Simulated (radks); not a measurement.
Initial-state core-level shifts of the zirconium ion Zr+ when its valence configuration changes from [Kr] 4d2 5s1. Calculated with a radial shooting solver on a logarithmic mesh with Libxc functionals: scalar-relativistic Kohn-Sham, PBEsol, spin-polarised, spherical densities, point nucleus; open shells are filled with parallel spins first (spin-orbit coupling, left out, can overturn this in heavy ions). Shifts are changes of the shell-averaged eigenvalues in eV (positive: less bound).

valence	2s	3s	3p	4s
4d1 5s2	-3.671	-3.577	-3.578	-3.265
4d1 5s1 5p1	-4.703	-4.616	-4.616	-4.270
4d2 5p1	-1.153	-1.165	-1.164	-1.157
4d3	+3.104	+3.045	+3.046	+2.851
4d1.5 5s1 5p0.5	-2.298	-2.261	-2.261	-2.111
5s1 5p2	-9.820	-9.592	-9.590	-8.695
4d1 5p2	-5.850	-5.769	-5.768	-5.391
5s2 5p1	-8.929	-8.692	-8.692	-7.833
